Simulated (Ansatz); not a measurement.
Mulliken charges of `[CH3][In]([F])[SiH3]` from ωB97M-V/def2-TZVPP in Ansatz (PBE0-D4/def2-TZVP geometry).

| atom | x (Å) | y (Å) | z (Å) | charge (e) |
| --- | --- | --- | --- | --- |
| C1 | 0.236 | 1.965 | -1.047 | -0.580 |
| In2 | 0.374 | -0.047 | -0.337 | 0.715 |
| F3 | 1.811 | -0.953 | -1.348 | -0.519 |
| Si4 | -0.614 | -1.727 | 1.324 | -0.008 |
| H5 | 1.186 | 2.466 | -0.854 | 0.137 |
| H6 | 0.074 | 1.941 | -2.125 | 0.139 |
| H7 | -0.571 | 2.516 | -0.566 | 0.136 |
| H8 | 0.456 | -2.205 | 2.239 | -0.004 |
| H9 | -1.701 | -1.120 | 2.138 | -0.011 |
| H10 | -1.169 | -2.888 | 0.580 | -0.004 |

Task: By hand: the dipole of these point charges (1 e Å = 4.8032 D).

Result: Σ q r = (-0.688, 0.318, 0.531) e Å, of length 0.925 e Å = 4.44 D.

Task: How does the dipole of the full density compare? (An estimate is asked.)

Result: The calculation gave: (-0.496, 0.368, 0.326) e Å, 3.35 D; the point charges give 1.33 times that, at 12° from its direction.

Point charges leave out the atoms' own dipoles, such as those of lone pairs, and Mulliken's split depends on the basis, so the two needn't agree.
